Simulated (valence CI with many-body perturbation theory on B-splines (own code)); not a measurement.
## Missing levels of Hg⁶⁷⁺

Method: relativistic CI+MBPT: three valence electrons over a frozen Dirac-Fock core [Ne], radial functions for each j: 11 s, 11 p, 9 d, 7 f, 5 g, 2 h, 1 i, with the one-electron correlation potential Σ1, the two-electron term Σ2, the three-electron term Σ3, Breit, model QED; selected CI, second order for the rest (own B-spline code, finite nucleus).

The last digits are not significant, and no measured levels were compared; by estimate large intervals hold to a few tenths of a per cent, small ones and those within an open d or f shell to about a per cent.

```csv
Level,E (× 10³ cm⁻¹)
(3s^2 3p1/2) J=1/2,0.00
(3s 3p1/2^2) J=1/2,1537.6
(3s^2 3p3/2) J=3/2,4265.2
(3s 3p1/2 3p3/2) J=3/2 [a],5526.6
(3s 3p1/2 3p3/2) J=5/2,5691.0
(3s 3p1/2 3p3/2) J=3/2 [b],?
(3s 3p1/2 3p3/2) J=1/2,5964.9
(3s^2 3d3/2) J=3/2,?
(3s^2 3d5/2) J=5/2,?
(3s 3p1/2 3d3/2) J=3/2 [a],?
(3s 3p1/2 3d3/2) J=3/2 [b],7472.2
(3s 3p1/2 3d3/2) J=5/2,7565.7
(3s 3p1/2 3d3/2) J=1/2,7805.4
(3s 3p1/2 3d3/2) J=3/2 [c],?
(3s 3p1/2 3d5/2) J=5/2 [a],8515.4
(3s 3p1/2 3d5/2) J=7/2,8648.0
(3s 3p1/2 3d5/2) J=5/2 [b],8737.4
(3s 3p1/2 3d5/2) J=3/2,8775.5
(3p1/2^2 3d3/2) J=3/2,?
(3s 3p3/2^2) J=5/2,9893.2
```

Levels are named by their leading jj configuration (3d3/2^4 stands for four electrons in 3d with j = 3/2), which in mixed levels can hold well under half, so a name can repeat and another be missing. Letters in brackets count levels of one name in rising energy.

(1) The levels stand in rising order. What does the calculation give for the missing energies?

Results:

(1) (3s 3p1/2 3p3/2) J=3/2 [b] 5869.2; (3s^2 3d3/2) J=3/2 6357.7; (3s^2 3d5/2) J=5/2 7220.7; (3s 3p1/2 3d3/2) J=3/2 [a] 7356.6; (3s 3p1/2 3d3/2) J=3/2 [c] 7878.2; (3p1/2^2 3d3/2) J=3/2 9273.7.
